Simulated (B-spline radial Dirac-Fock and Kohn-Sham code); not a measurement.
## Successive ionisation energies of tantalum: Dirac-Fock against NIST

The computed values come from a B-spline atomic structure program: Dirac-Fock energy differences between relaxed states, corrected for Breit and QED terms. Each value is the difference of the configuration-average energies of two neighbouring ions in their tabulated ground configurations. Correlation and solid-state effects are left out. NIST's values refer to the lowest levels; many for high charge states are themselves semi-empirical or theoretical. Where a p, d or f shell is open in either ion the computed value averages over both j values and all terms, while the table refers to the lowest levels; that difference holds spin-orbit splitting (largest in heavy or highly charged ions), term energies where several electrons share open shells, and correlation, and it can reach 10 % or more.

| ion | configuration | computed (eV) | NIST (eV) | kind | NIST − computed (eV) |
| --- | --- | --- | --- | --- | --- |
| Ta²⁴⁺ | [Kr] 4d10 4f3 | 722.3 | 750 ± 40 | theoretical | +27.72 |
| Ta²⁵⁺ | [Kr] 4d10 4f2 | 770.4 | 790 ± 40 | theoretical | +19.57 |
| Ta²⁶⁺ | [Kr] 4d10 4f1 | 819.7 | 832 ± 10 | theoretical | +12.30 |
| Ta²⁷⁺ | [Kr] 4d10 | 1070.2 | 1064 ± 4 | theoretical | -6.18 |
| Ta²⁸⁺ | [Kr] 4d9 | 1118.8 | 1110 ± 4 | theoretical | -8.84 |
| Ta²⁹⁺ | [Kr] 4d8 | 1168.1 | 1160 ± 4 | theoretical | -8.13 |
| Ta³⁰⁺ | [Kr] 4d7 | 1218.1 | 1211 ± 4 | theoretical | -7.07 |
| Ta³¹⁺ | [Kr] 4d6 | 1268.6 | 1262 ± 4 | theoretical | -6.64 |
| Ta³²⁺ | [Kr] 4d5 | 1319.8 | 1313 ± 4 | theoretical | -6.85 |
| Ta³³⁺ | [Kr] 4d4 | 1371.7 | 1382 ± 5 | theoretical | +10.32 |
| Ta³⁴⁺ | [Kr] 4d3 | 1424.2 | 1434 ± 5 | theoretical | +9.85 |
| Ta³⁵⁺ | [Kr] 4d2 | 1477.3 | 1490 ± 5 | theoretical | +12.75 |
| Ta³⁶⁺ | [Kr] 4d1 | 1531.0 | 1542 ± 5 | theoretical | +11.02 |
| Ta³⁷⁺ | [Ar] 3d10 4s2 4p6 | 1776.9 | 1748 ± 4 | theoretical | -28.88 |
| Ta³⁸⁺ | [Ar] 3d10 4s2 4p5 | 1830.8 | 1799 ± 4 | theoretical | -31.85 |
| Ta³⁹⁺ | [Ar] 3d10 4s2 4p4 | 1885.3 | 1857 ± 4 | theoretical | -28.29 |
| Ta⁴⁰⁺ | [Ar] 3d10 4s2 4p3 | 1940.2 | 1910 ± 4 | theoretical | -30.20 |
| Ta⁴¹⁺ | [Ar] 3d10 4s2 4p2 | 1995.6 | 2053 ± 4 | theoretical | +57.43 |
| Ta⁴²⁺ | [Ar] 3d10 4s2 4p1 | 2051.4 | 2113 ± 4 | theoretical | +61.59 |
| Ta⁴³⁺ | [Ar] 3d10 4s2 | 2254.6 | 2254 ± 4 | theoretical | -0.57 |

Task: Where in this range is the largest relative jump, and why?

Result: From Ta²⁶⁺ (819.7 eV) to Ta²⁷⁺ (1070.2 eV), a factor of 1.31. The configuration goes from [Kr] 4d10 4f1 to [Kr] 4d10, so the next electron comes out of a deeper subshell.
